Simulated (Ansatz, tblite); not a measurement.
Removing an electron: the cluster Si₃Sn⁻ (the lowest doublet isomer of a short search). Total charge -1; doublet. Geometry: r2SCAN-D4/def2-SVPD. Ansatz, gas phase; energy differences of separate SCF runs; the oxidised species is a singlet (the triplet lies 1.00 eV higher at PBE0-D4/def2-TZVPD).

```xyz
4

Si   -0.330    1.149    0.056
Si   -1.807   -0.318   -0.940
Si    0.178   -1.175   -0.135
Sn    1.959    0.345    1.018
```

In the def2 sets Sn takes a core potential; there is no spin–orbit coupling. The xTB rows come from tblite. Correlated methods freeze 19 core orbitals; core or outer-core shells of Sn are correlated, in sets that lack core-valence functions. The structure comes from a short search, and lower isomers may exist.

Q: Estimate orbital energies and vertical ionisation energies at: GFN2-xTB; PBE-D4/def2-TZVPD; r2SCAN-D4/def2-TZVPD; PBE0-D4/def2-TZVPD; MP2/def2-TZVPPD; CCSD/def2-TZVPPD; CCSD(T)/def2-TZVPPD.

A: 
```
               level  −HOMO (eV)  vertical IE (eV)  −LUMO (eV)  HOMO–LUMO gap (eV)                                                                        remarks
            GFN2-xTB           –              2.89           –                   –                                                                              –
   PBE-D4/def2-TZVPD       -0.11              2.04       -0.82                0.71          HOMO above zero (-1 doublet), restricted SCF unstable in HF (singlet)
r2SCAN-D4/def2-TZVPD        0.18              2.21       -1.06                1.24                                        restricted SCF unstable in HF (singlet)
  PBE0-D4/def2-TZVPD        0.61              2.10       -1.50                2.10                                        restricted SCF unstable in HF (singlet)
     MP2/def2-TZVPPD           –              1.83           –                   –  restricted SCF unstable (singlet), spin-contaminated (⟨S²⟩ 0.89) (-1 doublet)
    CCSD/def2-TZVPPD           –              1.98           –                   –  restricted SCF unstable (singlet), spin-contaminated (⟨S²⟩ 0.89) (-1 doublet)
 CCSD(T)/def2-TZVPPD           –              2.00           –                   –  restricted SCF unstable (singlet), spin-contaminated (⟨S²⟩ 0.89) (-1 doublet)
```

Run but left out: HF/def2-TZVPPD (neutral singlet: restricted singlet, unstable towards broken spin symmetry).  A HOMO above zero means that the electron is unbound at that level or that self-interaction error raises the level; the energy of removing that electron tells which. HOMO and LUMO are the levels of the spin that leaves or enters (xTB has no such levels and no spin-polarisation term). Other spin states of the ions may lie lower, which would lower the ionisation energy or raise the affinity. Raw xTB energy differences between charge states are shifted by several eV; the methods need an empirical correction for them.
